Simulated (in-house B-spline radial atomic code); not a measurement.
Configurations of K⁸⁺, with energies counted from [Ne] 3s1. All numbers are computed (Dirac-Hartree-Fock, average of configuration; Fermi nucleus of rms radius 3.4349 fm) with an all-electron radial atomic-structure program (B-spline basis), not measured. Energies include first-order Breit, QED and recoil terms.

Occupations are held fixed; configurations that lie above the ionisation limit could autoionise.

```tsv
configuration	E - E(ref) (eV)	highest orbital	its <r> (bohr)
[Ne] 3p1	19.808	3p3/2	1.093
[Ne] 5s1	121.42	5s1/2	3.42
[Ne] 5p1	125.02	5p3/2	3.558
[Ne] 7s1	149.39	7s1/2	7.106
[He] 2s2 2p5 3s2	292.21	3s1/2	1.034
[He] 2s2 2p5 3s1 4d1	399.42	4d5/2	2.15
[He] 2s2 2p5 3s1 5f1	428.73	5f7/2	3.447
```

Order these further configurations by energy, lowest first.
A. [He] 2s2 2p5 3s1 7d1
B. [He] 2s2 2p5 3s1 6f1
C. [Ne] 7d1
D. [Ne] 6s1
E. [He] 2s2 2p5 3s1 5d1

D (139.17 eV), C (152.19 eV), E (426.69 eV), B (442.38 eV), A (449.9 eV).

How far above the reference does [Ne] 4f1 lie?

106.27 eV; its least bound orbital is 4f7/2 with <r> = 1.993 bohr.

How far above the reference does [He] 2s1 2p6 3s2 lie?

376.91 eV; its least bound orbital is 3s1/2 with <r> = 1.036 bohr.
